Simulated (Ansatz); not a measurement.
Cost and result for the atomization energy of C$_{2}$H$_{7}$AlOSi (`[CH2]1O[SiH2][CH2][AlH]1`) (12 atoms, 12 bonds).

```
atom    x (Å)    y (Å)    z (Å)
  C1   0.8005   0.6181   1.3162
  O2   1.0238   1.1335  -0.0069
 Si3  -0.0639   0.7693  -1.2048
  C4  -0.6526  -0.9638  -0.8547
 Al5  -0.2355  -1.0556   1.0570
  H6   0.2878   1.3742   1.9276
  H7   1.7793   0.4745   1.7874
  H8   0.6599   0.9716  -2.4849
  H9  -1.2321   1.6990  -1.1525
 H10  -0.0539  -1.7044  -1.3984
 H11  -1.7015  -1.1407  -1.1026
 H12  -0.6117  -2.1757   2.1167
```

The species carries charge 0 and has multiplicity 1. All single points use the PBE0-D4/def2-TZVP geometry. Program: Ansatz. All runs use 4 threads of an AMD EPYC 9R45 on a shared host. Times are those of one run each, without the atoms' runs, and a repeat can differ threefold. Electronic energies, without spin–orbit coupling; frozen cores. CCSD(T)/CBS adds CCSD(T) − MP2 in def2-TZVPP to the MP2 limit, and its time is that of the two runs behind it. T1 = 0.012. B3LYP takes the VWN-RPA correlation (the form of Gaussian; ORCA's B3LYP/G).

CCSD(T)/CBS is a level of theory with its own doubt, some kJ/mol a heavy atom from the limit and from the frozen cores, so smaller differences don't rank the functionals.

```csv
level,functions,wall time,atomization (kJ/mol),difference from CCSD(T)/CBS,per bond
PBE-D4/def2-TZVPP (with forces),275,1.1 s,4333.7,34.4,2.9
PBE0-D4/def2-TZVPP,275,1.4 s,4282.0,-17.3,-1.4
r2SCAN-D4/def2-TZVPP (with forces),275,2 s,4309.3,10.0,0.8
B3LYP-D4/def2-TZVPP (with forces),275,2.1 s,4281.0,-18.3,-1.5
B2PLYP/def2-TZVPP,275,2.5 s,4238.2,-61.1,-5.1
ωB97X-V/def2-TZVPP,275,3 s,4316.8,17.5,1.5
ωB97M-V/def2-TZVPP (with forces),275,4.2 s,4310.8,11.5,1.0
MP2/def2-QZVPP,521,9.5 s,4313.1,13.8,1.2
CCSD(T)/def2-TZVPP,275,45 s,4186.3,-113.0,-9.4
CCSD(T)/CBS(def2),–,55 s,4299.3,0.0,0.0
```

In def2-TZVPP, CCSD(T) changes the Hartree–Fock value by +1016.6 kJ/mol (the triples alone add +58.2 kJ/mol) and MP2 by +1075.9 kJ/mol; breaking electron pairs costs correlation energy, which Hartree–Fock lacks. The D4 term adds +45.1 kJ/mol with B3LYP and +23.5 kJ/mol with PBE0; it sums over pairs of atoms, weighted by their polarisabilities, and B3LYP, whose exchange is more repulsive, gets the larger term. From PBE to PBE0 (25 % exact exchange), in def2-TZVPP and without D4, the atomization energy moves by −47.3 kJ/mol: exact exchange takes away binding that semilocal exchange gives to molecules.
